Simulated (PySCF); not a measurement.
Computed properties of CsI, SMILES [I][Cs]

CsI, SMILES [I][Cs]. Geometry optimised at B3LYP-D3(BJ)/def2-TZVPD. The def2 effective core potentials stand for the cores of Cs, I; spin–orbit coupling is left out. One conformer was computed; it need not be the lowest. All values are computed for the isolated molecule unless a solvent is named; none is compared with measurement here.

**Structure.** The optimised structure has C∞v symmetry. All 1 harmonic modes at B3LYP-D3(BJ)/def2-TZVPD (PySCF) are real, so it is a minimum.

**Vibrations.** The strongest infrared lines (harmonic, unscaled, degenerate partners summed) lie at 112 cm⁻¹ (20 km/mol, I 51 %, Cs 49 %). The softest mode is at 112 cm⁻¹ and the zero-point energy is 0.2 kcal/mol.

**Electronic structure.** ωB97X/def2-TZVPD (PySCF) places the frontier levels at -7.43 and -0.14 eV, a gap of 7.29 eV, and gives a dipole moment of 12.29 D and a mean polarisability of 74.9 bohr³. PBE/def2-TZVPD (PySCF) at the same geometry gives -4.35 and -1.80 eV, so its gap is 4.74 eV narrower. An orbital gap is neither the optical nor the fundamental gap.

**Excitations.** TDA-B3LYP/def2-TZVPD (PySCF) has S1 at 2.91 eV (425 nm, f = 0.014, weak); the most intense of the 10 singlets computed lies at 3.21 eV (f = 0.10). Strengths of degenerate partners are summed. T1 (TDA) is at 2.89 eV, 0.02 eV under S1. TDA-PBE/def2-TZVPD (PySCF) puts S1 at 2.55 eV.
